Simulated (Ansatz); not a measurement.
`C[N]([SiH3])[GeH3]` + `NN` → `NN[SiH3]` + `C[NH][GeH3]` at 500 K and 1 bar (ligand exchange at the Si–N bond).

Program: Ansatz. Geometries: PBE0-D4/def2-TZVP. ΔE: electronic, gas phase. CCSD(T)/CBS is the MP2 limit (def2-TZVPP, def2-QZVPP) plus CCSD(T) − MP2 in def2-TZVPP, frozen cores. This one scheme is used for every species. For Ge outer-core shells are correlated without core-valence functions, which leaves a few kJ/mol of doubt a bond. Scalar relativity is left out up to krypton. One conformer a species, not always the lowest.

```csv
species,CCSD(T)/CBS energy (Eh),H − E (kJ/mol),S (J/(mol·K))
`C[N]([SiH3])[GeH3]`,-2463.36560,295.3,441.5
`NN`,-111.76471,163.1,257.7
`NN[SiH3]`,-402.05945,215.4,352.3
`C[NH][GeH3]`,-2173.06430,241.1,362.9
```

H − E and S are ideal-gas, rigid-rotor, harmonic terms from PBE0-D4/def2-TZVP, for one conformer and one mirror image of each species. 1 Eh = 2625.50 kJ/mol, R = 8.31446 J/(mol·K).

By hand: ΔE, ΔH, ΔS and ΔG.

ΔE = (-402.05945) + (-2173.06430) − (-2463.36560) − (-111.76471) = 0.00656 Eh = 17.2 kJ/mol. Δ(H − E) = 215.4 + 241.1 − 295.3 − 163.1 = -1.9, so ΔH = 15.3 kJ/mol. ΔS = 352.3 + 362.9 − 441.5 − 257.7 = 16.0 J/(mol·K). ΔG = 15.3 − 500 × (16.0)/1000 = 7.3 kJ/mol.

By hand: the equilibrium constant, and the temperature at which ΔG would vanish if ΔH and ΔS stayed fixed.

log₁₀ K = −ΔG/(RT ln 10) = -0.8. ΔG = 0 at ΔH/ΔS = 956 K, though so small a ΔS makes that figure unsure.

TΔS isn't small against ΔH here. A doubt of 5 kJ/mol in ΔE shifts log₁₀ K by 0.5 here. Other conformers and mirror images would add mixing entropy, several J/(mol·K) or more a flexible species. These are equilibria of isolated gas molecules and say nothing of rates. Largest T1 diagnostic: 0.011 (customary marks: 0.02 for closed shells, 0.045 for open ones).
